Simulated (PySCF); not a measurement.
# Working out the ionisation energy of Ar²⁺

Ar²⁺ [Ne] 3s2 3p4 (3P) → Ar³⁺ [Ne] 3s2 3p3 (4S). Calculation: PySCF 2.14, in def2-QZVPPD; the non-relativistic Hamiltonian (point nucleus). Frozen: [Ne]. Energies in hartree (1 hartree = 27.21139 eV):

```json
{"part": "UHF", "Ar²⁺ (lower)": "-525.313471", "Ar³⁺ (upper)": "-523.865800"}
{"part": "CCSD correlation", "Ar²⁺ (lower)": "-0.168906", "Ar³⁺ (upper)": "-0.130001"}
{"part": "(T)", "Ar²⁺ (lower)": "-0.005031", "Ar³⁺ (upper)": "-0.003832"}
```

Task: What does Hartree-Fock give?

Result: (-523.865800) − (-525.313471) = 1.447671 hartree = 39.393 eV.

Task: What do CCSD and CCSD(T) give?

Result: The CCSD correlation energies differ by 0.038905 hartree = 1.059 eV and the triples by 0.001199 hartree = 0.033 eV, so CCSD gives 40.452 eV and CCSD(T) 40.485 eV.

A first-order spin-orbit estimate adds 0.062 eV to CCSD(T) (valence), giving 40.547 eV against 40.735 ± 0.012 eV (semi-empirical (NIST evaluation); NIST Atomic Spectra Database, ionization energies).

What remains against the reference includes basis incompleteness, the frozen core and higher excitations.
